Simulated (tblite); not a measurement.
Compound: C3H9NOSi2.
Atom-mapped SMILES: `[O:1]=[CH:2][NH:3][C@:4]1([SiH3:5])[CH2:6][SiH2:7]1` (hydrogens: H8 on C2; H9 on N3; H10, H11, H12 on Si5; H13, H14 on C6; H15, H16 on Si7)

Computed with GFN2-xTB (tblite), gas phase: L-BFGS steps from a force-field or distance-geometry start until the largest atomic force falls under 0.01 eV/Å.

Step 0: E = -581.7354 eV
```
atom  x, y, z in Å  |  force x, y, z in eV/Å
O1      1.3978   -1.3319   -1.8514    1.323  -0.067   2.219
C2      1.8823   -1.2715   -0.7078   -2.841   1.148  -1.059
N3      1.1788   -0.5967    0.3017    1.816  -0.965  -0.338
C4     -0.0968    0.0582    0.0852    0.310  -0.687   1.320
Si5    -1.6613   -0.9395    0.3444   -0.520  -0.817  -0.519
C6     -0.2459    1.1677   -0.9143   -0.030   0.765  -1.059
Si7    -0.0526    1.7996    0.8098   -0.246   0.937   1.139
H8      2.8407   -1.7216   -0.4299   -0.092   0.135   0.180
H9      1.5874   -0.5457    1.2783   -0.671  -0.222  -1.720
H10    -1.4518   -2.0000    1.3341    0.052   0.146   0.110
H11    -2.7882   -0.0537    0.7397    0.327  -0.183  -0.081
H12    -1.9802   -1.6155   -0.9380   -0.029   0.226   0.304
H13     0.6203    1.3325   -1.5644   -0.738  -0.154  -0.166
H14    -1.2689    1.2998   -1.3269    1.129  -0.354  -0.175
H15    -1.2214    2.1137    1.6358    0.261   0.126  -0.207
H16     1.2523    2.3134    1.1922   -0.054  -0.033   0.051
```

Step 1: E = -581.9570 eV
```
atom  x, y, z in Å  |  force x, y, z in eV/Å
O1      1.4167   -1.3329   -1.8197   -0.692  -0.196  -2.053
C2      1.8417   -1.2551   -0.7229    0.732   0.217   2.477
N3      1.2047   -0.6105    0.2969   -0.006   0.016  -0.270
C4     -0.0923    0.0483    0.1041    0.315   0.171   0.805
Si5    -1.6687   -0.9511    0.3370   -0.210  -0.518  -0.267
C6     -0.2464    1.1786   -0.9294    0.211   0.168   0.650
Si7    -0.0561    1.8130    0.8261   -0.108   0.123   0.092
H8      2.8394   -1.7197   -0.4273   -0.626   0.399   0.103
H9      1.5778   -0.5489    1.2537   -0.138  -0.288  -0.945
H10    -1.4511   -1.9979    1.3357    0.028   0.076   0.129
H11    -2.7836   -0.0563    0.7385    0.287  -0.175  -0.083
H12    -1.9806   -1.6123   -0.9336   -0.093   0.078   0.050
H13     0.6098    1.3303   -1.5668   -0.326  -0.065  -0.424
H14    -1.2528    1.2948   -1.3294    0.590  -0.267  -0.367
H15    -1.2177    2.1155    1.6328   -0.016   0.220   0.005
H16     1.2516    2.3130    1.1929    0.053   0.042   0.098
```

Q: Estimate the geometry and energy of step 2. (The exact step hangs on the optimiser's Hessian estimate; all steps are aligned on step 1, rigid shifts and turns removed.)

A: E = -582.0349 eV, largest force 1.281 eV/Å
```
atom  x, y, z in Å  |  force x, y, z in eV/Å
O1      1.4143   -1.3356   -1.8349    0.232   0.038   0.619
C2      1.8376   -1.2470   -0.6970    0.295  -0.525  -1.131
N3      1.2131   -0.6148    0.2920   -0.923   0.568   0.037
C4     -0.0870    0.0473    0.1202    0.143   0.341   0.498
Si5    -1.6737   -0.9614    0.3312    0.043  -0.266  -0.105
C6     -0.2439    1.1843   -0.9262    0.298  -0.052   0.937
Si7    -0.0586    1.8189    0.8325    0.029  -0.047  -0.115
H8      2.8312   -1.7141   -0.4252   -0.525   0.348   0.159
H9      1.5729   -0.5535    1.2339    0.164  -0.257  -0.251
H10    -1.4505   -1.9963    1.3378    0.022   0.024   0.149
H11    -2.7785   -0.0593    0.7371    0.256  -0.159  -0.078
H12    -1.9819   -1.6103   -0.9316   -0.127  -0.026  -0.137
H13     0.6023    1.3288   -1.5729   -0.186  -0.064  -0.416
H14    -1.2402    1.2898   -1.3348    0.349  -0.241  -0.381
H15    -1.2167    2.1189    1.6319   -0.138   0.254   0.101
H16     1.2520    2.3133    1.1944    0.067   0.064   0.113
```

The energy changes by -0.0779 eV. The first-order estimate −F·Δx gives -0.1730 eV and the mean of the old and new forces, exact on a quadratic surface, -0.0792 eV. The step makes an angle of 32° with the force vector and moves no atom by more than 0.027 Å.

What follows is the cost of the whole relaxation. Hardware: one thread of an Arm Neoverse N1, shared host with 64 logical CPUs at a one-minute load of 56. Cost: 2.2 s.
